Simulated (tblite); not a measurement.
Record of a relaxation.

Compound: C₅H₁₀OSe.
Numbering: `[CH3:1][O:2][C:3]1([Se:4][CH3:5])[CH2:6][CH2:7]1` (hydrogens: H8, H9, H10 on C1; H11, H12, H13 on C5; H14, H15 on C6; H16, H17 on C7)

Computed with GFN2-xTB (tblite), gas phase: L-BFGS steps from a force-field or distance-geometry start until the largest atomic force falls under 0.01 eV/Å. 7 of its 129 geometries are shown.

Step 0: E = -625.5394 eV, largest atomic force 1.985 eV/Å
```
atom  x, y, z in Å  |  force x, y, z in eV/Å
C1     -2.140   -1.294    0.427   -1.787  -0.494   0.165
O2     -1.400   -0.425   -0.361    0.592  -0.160   0.390
C3     -0.358    0.188    0.326   -0.346   1.060  -1.642
Se4     0.997   -0.915    1.121    0.223  -0.807   0.979
C5      2.573   -0.753    0.023    0.513   0.156  -1.153
C6     -0.539    1.527    0.967    0.405   0.424   1.025
C7      0.118    1.446   -0.385    0.114   0.040   0.302
H8     -2.616   -0.766    1.283    0.341  -0.228  -0.222
H9     -1.600   -2.179    0.799    0.238   0.345  -0.066
H10    -2.975   -1.675   -0.211    0.577   0.258   0.304
H11     3.399   -1.342    0.477   -0.654   0.470  -0.193
H12     2.871    0.311   -0.130   -0.087  -0.818   0.296
H13     2.309   -1.190   -0.965    0.337   0.230   0.460
H14     0.181    1.752    1.789   -0.938  -0.186  -0.415
H15    -1.560    1.932    1.102    0.871  -0.169  -0.280
H16    -0.495    1.889   -1.186    0.739  -0.698   0.196
H17     1.227    1.506   -0.439   -1.138   0.577  -0.146
```

Step 21: E = -625.9568 eV, largest atomic force 0.145 eV/Å
```
atom  x, y, z in Å  |  force x, y, z in eV/Å
C1     -2.129   -1.244    0.461   -0.046  -0.023   0.022
O2     -1.291   -0.486   -0.379    0.007  -0.028  -0.022
C3     -0.291    0.181    0.292    0.009   0.039  -0.082
Se4     1.025   -1.036    1.143    0.051   0.067   0.063
C5      2.549   -0.803   -0.052    0.030   0.021  -0.006
C6     -0.595    1.488    0.972   -0.051  -0.047   0.064
C7      0.139    1.463   -0.334    0.042   0.054  -0.007
H8     -2.541   -0.631    1.267   -0.072   0.026  -0.003
H9     -1.569   -2.075    0.906   -0.006  -0.044   0.028
H10    -2.925   -1.632   -0.169   -0.038  -0.021   0.012
H11     3.359   -1.389    0.374   -0.007  -0.030  -0.030
H12     2.827    0.247   -0.063    0.051   0.001  -0.053
H13     2.307   -1.157   -1.051   -0.036   0.024   0.036
H14    -0.032    1.752    1.853    0.010  -0.051   0.060
H15    -1.615    1.837    0.977   -0.091  -0.005  -0.002
H16    -0.402    1.751   -1.220    0.003   0.016  -0.070
H17     1.176    1.748   -0.339    0.145   0.001  -0.009
```

Step 43: E = -626.0033 eV, largest atomic force 0.088 eV/Å
```
atom  x, y, z in Å  |  force x, y, z in eV/Å
C1     -2.106   -1.232    0.467   -0.015   0.012   0.022
O2     -1.154   -0.595   -0.363    0.003  -0.011   0.056
C3     -0.249    0.176    0.331    0.049  -0.005  -0.044
Se4     1.158   -0.881    1.257   -0.020   0.040  -0.037
C5      2.554   -0.812   -0.114    0.018  -0.015  -0.018
C6     -0.682    1.464    0.970   -0.003  -0.024  -0.010
C7      0.165    1.479   -0.269    0.005  -0.001  -0.001
H8     -2.587   -0.501    1.125   -0.045  -0.049   0.016
H9     -1.637   -2.010    1.083    0.044   0.070  -0.029
H10    -2.848   -1.686   -0.186    0.049   0.007  -0.038
H11     3.321   -1.519    0.192   -0.015   0.003   0.005
H12     2.978    0.189   -0.165   -0.025  -0.021   0.018
H13     2.143   -1.102   -1.077   -0.073  -0.004   0.045
H14    -0.237    1.747    1.913    0.041   0.003  -0.031
H15    -1.717    1.757    0.865   -0.018  -0.030   0.017
H16    -0.306    1.757   -1.200    0.018  -0.004   0.014
H17     1.198    1.782   -0.188   -0.013   0.030   0.013
```

Step 64: E = -626.0384 eV, largest atomic force 0.091 eV/Å
```
atom  x, y, z in Å  |  force x, y, z in eV/Å
C1     -1.972   -1.261    0.410   -0.003  -0.044   0.052
O2     -0.975   -0.593   -0.335   -0.038  -0.009   0.023
C3     -0.177    0.248    0.408   -0.083   0.012   0.036
Se4     1.242   -0.705    1.403   -0.016  -0.008  -0.031
C5      2.411   -0.901   -0.152   -0.037  -0.019   0.039
C6     -0.714    1.515    1.004    0.010   0.003  -0.006
C7      0.179    1.562   -0.203    0.007   0.033   0.009
H8     -2.694   -0.554    0.832    0.015  -0.017  -0.026
H9     -1.524   -1.838    1.227    0.039   0.020   0.007
H10    -2.474   -1.942   -0.276    0.029   0.054  -0.012
H11     3.099   -1.719    0.043    0.011  -0.005  -0.009
H12     2.957    0.026   -0.307    0.011  -0.025  -0.036
H13     1.772   -1.127   -1.002    0.053  -0.025  -0.011
H14    -0.288    1.837    1.945   -0.067  -0.003  -0.013
H15    -1.763    1.746    0.884    0.043  -0.035  -0.015
H16    -0.266    1.774   -1.163   -0.001   0.052   0.008
H17     1.180    1.944   -0.078    0.024   0.014  -0.015
```

Step 85: E = -626.0548 eV, largest atomic force 0.030 eV/Å
```
atom  x, y, z in Å  |  force x, y, z in eV/Å
C1     -1.872   -1.280    0.395    0.002   0.019  -0.007
O2     -0.938   -0.530   -0.354    0.010   0.000  -0.004
C3     -0.174    0.326    0.406    0.006  -0.005  -0.007
Se4     1.251   -0.626    1.398   -0.006   0.013   0.015
C5      2.339   -1.009   -0.178    0.007   0.002  -0.009
C6     -0.757    1.561    1.019   -0.001  -0.011   0.000
C7      0.170    1.665   -0.159    0.005  -0.001  -0.003
H8     -2.704   -0.654    0.732    0.006   0.011   0.004
H9     -1.385   -1.726    1.270   -0.003  -0.030   0.004
H10    -2.241   -2.065   -0.260   -0.005   0.006  -0.011
H11     2.997   -1.840    0.061    0.003   0.017   0.006
H12     2.921   -0.127   -0.436   -0.004  -0.022  -0.013
H13     1.666   -1.277   -0.988   -0.004  -0.013   0.012
H14    -0.389    1.872    1.986   -0.006   0.009   0.000
H15    -1.807    1.755    0.858    0.001  -0.009   0.006
H16    -0.246    1.917   -1.122   -0.024   0.000   0.007
H17     1.163    2.051    0.011    0.015   0.014  -0.002
```

Step 107: E = -626.0651 eV, largest atomic force 0.014 eV/Å
```
atom  x, y, z in Å  |  force x, y, z in eV/Å
C1     -1.791   -1.273    0.349    0.005  -0.007  -0.002
O2     -0.870   -0.484   -0.377    0.000   0.002   0.005
C3     -0.146    0.390    0.400    0.008   0.004  -0.004
Se4     1.308   -0.507    1.404   -0.003   0.003   0.006
C5      2.304   -1.117   -0.160   -0.004   0.004   0.005
C6     -0.785    1.582    1.044    0.000  -0.011   0.004
C7      0.121    1.756   -0.143    0.001   0.005   0.005
H8     -2.597   -0.659    0.764    0.008  -0.011   0.004
H9     -1.283   -1.797    1.167   -0.008  -0.001   0.003
H10    -2.199   -1.996   -0.353   -0.005   0.003   0.000
H11     3.029   -1.854    0.177   -0.006   0.012   0.001
H12     2.809   -0.272   -0.620   -0.013  -0.002  -0.005
H13     1.596   -1.568   -0.851   -0.003   0.000  -0.011
H14    -0.421    1.890    2.014   -0.001   0.005  -0.004
H15    -1.846    1.726    0.901    0.005   0.000  -0.010
H16    -0.330    2.000   -1.093    0.014  -0.001   0.001
H17     1.094    2.195    0.017    0.002  -0.003   0.002
```

Step 128: E = -626.0667 eV, largest atomic force 0.009 eV/Å
```
atom  x, y, z in Å  |  force x, y, z in eV/Å
C1     -1.783   -1.283    0.350   -0.002   0.003   0.004
O2     -0.873   -0.481   -0.374   -0.001   0.000   0.000
C3     -0.148    0.389    0.406   -0.003   0.001  -0.002
Se4     1.295   -0.513    1.418    0.003   0.000   0.000
C5      2.282   -1.110   -0.157   -0.004   0.001  -0.008
C6     -0.785    1.591    1.034   -0.001  -0.005   0.003
C7      0.141    1.750   -0.139    0.002   0.000   0.003
H8     -2.563   -0.675    0.817   -0.005   0.003  -0.004
H9     -1.261   -1.849    1.130    0.005  -0.001  -0.004
H10    -2.227   -1.970   -0.368    0.002   0.001   0.002
H11     3.053   -1.799    0.176   -0.005   0.005   0.001
H12     2.728   -0.249   -0.648    0.002   0.000   0.001
H13     1.583   -1.611   -0.822    0.005  -0.003   0.005
H14    -0.435    1.904    2.007    0.001   0.000   0.002
H15    -1.842    1.742    0.871   -0.001   0.001  -0.003
H16    -0.289    1.998   -1.098    0.001  -0.007   0.001
H17     1.116    2.178    0.036    0.001   0.001  -0.001
```

Task: Summarise the path.

Result: The energy falls by 50.87 kJ/mol from step 0 to step 128; nine tenths of that is first reached at step 50. It falls at every step. The largest force goes from 1.985 to 0.009 eV/Å. Among the bonds C3–Se4 changes most, from 1.919 to 1.980 Å; the atoms move by 0.577 Å rms after alignment.

What follows is the cost of the whole relaxation. The run took 0.66 s on one thread, Arm Neoverse V2 (aarch64), no GPU, shared host with 192 logical CPUs at a one-minute load of 43.
